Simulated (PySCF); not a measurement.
NICS in rings of unrelated molecules.

NICS is the negative of the GIAO shielding at a point without a nucleus: at the ring centre (0) and 1 Å above and below it (1); zz is the component along the ring normal. Level: GIAO PBE0/pcSseg-1 (PySCF, non-relativistic, gas phase) on the PBE0-D3(BJ)/def2-SVP geometries, one conformer each. Atom numbers follow the mapped SMILES.

Task: Order these rings by mean NICS(1)zz, lowest (most negative) first (ppm).
A. ring C2–P3–C4–O5–C6 in `[CH3:1][c:2]1[p:3][cH:4][o:5][c:6]1[CH:7]([CH3:8])[CH3:9]`
B. ring C3–C4–C5–C6–C7 in `[N:1]#[C:2][C@@H:3]1[CH2:4][CH2:5][CH2:6][C@@H:7]1[F:8]`
C. ring C6–C7–C8–C9–C11–C12 in `[O-:1][c:2]1[cH:3][cH:4][c:5](-[c:6]2[cH:7][cH:8][c:9]([OH:10])[cH:11][cH:12]2)[cH:13][cH:14]1` (charge -1)
D. ring P3–C4–C5–C6–C9 in `[CH2:1]=[CH:2][P:3]1[CH2:4][CH:5]=[C:6]([O:7][CH3:8])[CH2:9]1`
E. ring C2–C3–C4–C5 in `[CH2:1]=[C:2]1[CH2:3][CH2:4]/[C:5]1=[CH:6]\[CH2:7][SiH2:8][NH2:9]`

Result: A (-23.8), C (-20.1), B (-3.9), D (-2.4), E (1.7).

| SMILES | ring | NICS(0) | NICS(1) | NICS(1)zz | HOMA | rms pucker (Å) | ring atoms with four or more neighbours |
| --- | --- | --- | --- | --- | --- | --- | --- |
| Cc1pcoc1C(C)C | 5-membered ring with O and P; formal bonds all aromatic | -11.2 | -10.6 | -23.8 | 0.35 | 0.00 | 0 |
| [O-]c1ccc(-c2ccc(O)cc2)cc1 | 6-membered carbocycle; formal bonds all aromatic | -7.3 | -8.9 | -20.1 | 0.94 | 0.00 | 0 |
| N#C[C@@H]1CCC[C@@H]1F | 5-membered carbocycle; formal bonds all single | -5.6 | -4.2 | -3.9 | – | 0.19 | 5 |
| C=CP1CC=C(OC)C1 | 5-membered ring with P; formal bonds 1 double, 4 single | -3.9 | -2.9 | -2.4 | – | 0.09 | 2 |
| C=C1CC/C1=C\C[SiH2]N | 4-membered carbocycle; formal bonds all single | 4.2 | -1.1 | 1.7 | – | 0.00 | 2 |

NICS(0) gives the same order. The isotropic NICS(1) gives the same order. HOMA uses Krygowski's 1993 parameters; it is left out where a ring has a four-coordinate atom, a triple bond, no multiple bond or a kind of bond without parameters. NICS(1) and NICS(1)zz are means over the two faces.
